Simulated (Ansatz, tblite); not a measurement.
Spin states of the cluster Li4O2⁻, each relaxed with r2SCAN-D4/def2-TZVPD in Ansatz. Electronic energies in the gas phase.

The xTB rows come from tblite. LC-ωPBE has ω = 0.4 bohr⁻¹. Correlated methods freeze 2 core orbitals; core or outer-core shells of Li are correlated, in sets that lack core-valence functions. HOMO above LUMO, or a gap near zero within one spin, warns that the state may not be the lowest or that an electron is smeared out. The structure comes from a short search, and lower isomers may exist.

Doublet geometry:

```xyz
6

Li   -2.5842    1.6947    0.3602
Li    0.2935    0.2423    0.9518
Li    2.5429   -1.7596   -0.3422
Li   -0.2716   -0.2078   -0.9616
O     1.2146   -0.7974   -0.1687
O    -1.1953    0.8278    0.1606
```

Quartet geometry:

Cartesian coordinates in Å:
```
Li -1.986 -1.075 1.559
Li 0.533 -1.118 -0.409
Li 0.448 1.482 -2.266
Li 0.471 0.852 0.870
O 0.877 0.571 -0.836
O -0.343 -0.712 1.082
```

⟨S²⟩: doublet 0.75 at PBE0-D4/def2-TZVPD (pure 0.75), quartet 3.77 at PBE0-D4/def2-TZVPD (pure 3.75).

Run but left out: HF/STO-3G (quartet: ⟨S²⟩ 4.19, where a pure state has 3.75); B97M-V/def2-TZVPD (doublet: an occupied level 0.01 eV above an empty one).

Only these spin states were relaxed.

**Question.** Estimate which spin state lies lowest at each of these levels, and by how much: GFN1-xTB; GFN2-xTB; r2SCAN-D4/def2-TZVPD; PBE0-D4/def2-TZVPD; BHLYP-D4/def2-TZVPD; LC-ωPBE/def2-TZVPD; ωB97M-V/def2-TZVPD; B2PLYP/def2-TZVPD.

**Answer.** 
```tsv
level	quartet − doublet (kJ/mol)	lowest of these	remarks
GFN1-xTB	333.7	doublet	–
GFN2-xTB	318.0	doublet	–
r2SCAN-D4/def2-TZVPD	150.1	doublet	HOMO above zero (doublet), HOMO above zero (quartet), gap within one spin near zero (doublet)
PBE0-D4/def2-TZVPD	151.6	doublet	HOMO above zero (doublet), HOMO above zero (quartet)
BHLYP-D4/def2-TZVPD	154.6	doublet	HOMO above zero (doublet), HOMO above zero (quartet)
LC-ωPBE/def2-TZVPD	166.2	doublet	–
ωB97M-V/def2-TZVPD	188.2	doublet	HOMO above zero (doublet)
B2PLYP/def2-TZVPD	182.3	doublet	–
```

The xTB methods have no term that favours high spin, so they put low spin too low.
